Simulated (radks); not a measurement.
Values are calculated unless marked as measured or tabulated.
Yb II, configuration [Xe] 4f14 6p1 (not the ground configuration). Code: a radial shooting solver on a logarithmic mesh with Libxc functionals. Model: scalar-relativistic Kohn-Sham, PBE, spin-unpolarised, spherical densities, point nucleus.

Radial electron density D(r) = 4 pi r^2 rho(r):

```
   r/bohr * D(r) (the largest magnitude, 124, reaches the edge; | marks zero)
 0.002966 |            *
 0.004084 |                   *
  0.00558 |                          *
 0.007623 |                                  *
   0.0105 |                                        *
  0.01434 |                                         *
  0.01975 |                                      *
  0.02698 |                                    *
  0.03686 |                                          *
  0.05076 |                                                     *
  0.06935 |                                                      *
  0.09551 |                                            *
   0.1305 |                                             *
   0.1782 |                                                  *
   0.2455 |                                 *
   0.3354 |                       *
   0.4618 |                            *
   0.6309 |                   *
   0.8619 |         *
    1.187 |     *
    1.622 |  *
    2.233 |*
    3.051 *
    4.168 *
     5.74 *
    7.841 *
     10.8 *
```

D(r) has 4 maxima, at r = 0.0135, 0.0605, 0.169, 0.458 bohr, and minima at 0.0257, 0.110, 0.322 bohr, inside which lie 1.91, 11.13, 29.68 electrons.
